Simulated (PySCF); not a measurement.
System: H3P (cation, charge +1), doublet: umbrella (inversion) coordinate, bond length relaxed. Scanned: angle between the P-H bonds and the threefold axis (90 = planar). Other coordinates (P-H bond length) were minimised at PBE0/def2-TZVP.

Computed with: B3LYP = unrestricted B3LYP/cc-pVTZ (PySCF); UHF/cc-pVTZ (PySCF); CCSD(T) on UHF/cc-pVTZ, 5 core orbitals frozen (PySCF).

Energies relative to the lowest point of each profile, in kJ/mol:

| a / ° | B3LYP | UHF |
|---|---|---|
| 93 | 11.1 | 18.0 |
| 99 | 4.8 | 7.9 |
| 102 | 1.6 | 2.8 |
| 105 | 0.0 | 0.0 |
| 108 | 1.1 | 0.8 |
| 111 | 5.8 | 6.2 |
| 114 | 14.9 | 17.0 |
| 120 | 48.7 | 57.1 |
| 123 | 74.2 | 87.3 |
| 126 | 106.0 | 124.6 |
| 129 | 144.4 | 169.6 |
| 132 | 189.8 | 222.4 |

**Question.** Predict the corresponding CCSD(T) column.

**Answer.** 93: 11.2; 99: 4.7; 102: 1.5; 105: 0.0; 108: 1.3; 111: 6.4; 114: 15.9; 120: 50.4; 123: 76.1; 126: 107.8; 129: 145.9; 132: 190.5 (kJ/mol).
